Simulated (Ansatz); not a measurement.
`[SiH3]C(S)=[Se]` and `CC([SiH3])=[Se]` differ in one atom or group.

Ansatz, PBE0-D4/def2-TZVP geometries, multiplicity 1. Each molecule was computed in one conformer, which needn't be the lowest.

Scalar relativity is left out up to krypton. Spin–orbit coupling is left out; it splits and shifts lone-pair levels of the heavy atoms by tenths of an eV.

```
                                          property  `[SiH3]C(S)=[Se]`
size of the dipole moment (ωB97M-V/def2-TZVPP) / D               2.60
               HOMO–LUMO gap (PBE/def2-TZVPP) / eV               1.68
               LUMO energy (B3LYP/def2-TZVPP) / eV              -2.94
             LUMO energy (ωB97M-V/def2-TZVPP) / eV              -0.82
                 LUMO energy (PBE/def2-TZVPP) / eV              -3.54
           HOMO–LUMO gap (ωB97M-V/def2-TZVPP) / eV               7.62
```

Q: What does the change do to each property? (Best estimate.)

A: The calculation gave: 
```
                                          property  `CC([SiH3])=[Se]`  shift
size of the dipole moment (ωB97M-V/def2-TZVPP) / D               1.91  -0.69
               HOMO–LUMO gap (PBE/def2-TZVPP) / eV               1.48  -0.20
               LUMO energy (B3LYP/def2-TZVPP) / eV              -2.88   0.06
             LUMO energy (ωB97M-V/def2-TZVPP) / eV              -0.65   0.17
                 LUMO energy (PBE/def2-TZVPP) / eV              -3.54   0.00
           HOMO–LUMO gap (ωB97M-V/def2-TZVPP) / eV               7.66   0.04
```

With PBE0 the HOMO rises by 0.17 eV and the LUMO rises by 0.09 eV, so the gap narrows by about 0.08 eV. PBE moves the HOMO by 0.20 eV and ωB97M-V by 0.13 eV. The zero-point energy changes by 71.6 kJ/mol with +6 modes. Dipoles are sizes alone; their direction can turn.

B3LYP here is the variant with VWN-RPA as its local correlation; programs differ in this.
